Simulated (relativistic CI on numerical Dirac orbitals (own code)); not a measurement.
# Re⁵⁺: 4d photoemission

Computed with this model: Dirac-Coulomb-Breit CI, KLI orbitals optimised for each configuration, model QED (radiative potential, 1s self-energy scaled to tabulated hydrogen-like ionisation energies), multiplet model of photoemission in the sudden approximation, unscaled Slater integrals; configurations [Xe] 4f14 5d2 → [Kr] 4d9 4f14 5s2 5p6 5d2; 300 K; Lorentzian 4.9 eV and Gaussian 0.6 eV FWHM. Energies are those of the free ion, without screening or charge transfer. The energies are binding energies and can lie tens of eV above those of solids. S is read from ⟨S²⟩ = S(S + 1).

Computed curve for free ion, scaled to 100 at the maximum (points under 2 are left out and the grid is thinned):

```tsv
Energy (eV)	Intensity
318.0	2.0
319.2	2.3
320.4	2.6
322.0	3.1
323.2	3.6
324.4	4.3
325.6	5.1
327.2	6.7
328.4	8.5
329.6	11.0
330.8	14.8
332.4	23.8
333.6	36.4
334.8	58.0
336.0	87.4
337.2	100.0
338.8	70.3
340.0	46.9
341.2	32.7
342.4	25.0
344.0	20.5
345.2	20.0
346.4	22.7
347.6	29.8
349.2	48.6
350.4	60.7
351.6	54.4
352.8	40.5
354.0	30.3
355.6	22.0
356.8	16.2
358.0	11.5
359.2	8.4
360.8	5.9
362.0	4.7
363.2	3.9
364.4	3.3
366.0	2.7
367.2	2.3
368.4	2.0
```

The ground state has S = 0.95, and the centroid lies at 342.70 eV.
